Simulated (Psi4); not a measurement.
A dimer, CO2 ··· COS (SMILES O=C=O and O=C=S); the first 3 atoms form monomer A.

```
6

O     -1.1225     0.2913     0.0000
C      0.0000     0.0000     0.0000
O      1.1225    -0.2913     0.0000
O     -0.8419     0.6251     2.9469
C     -1.9608     0.9126     2.9230
S     -3.4735     1.3014     2.8908
```

**Question.** What interaction energy does SAPT0/jun-cc-pVDZ, frozen core (Psi4) give, and which attractive term is the largest?

**Answer.** Total -1.13 kcal/mol: electrostatics -1.87, exchange 2.30, induction -0.21, dispersion -1.34. The most attractive term is electrostatics.
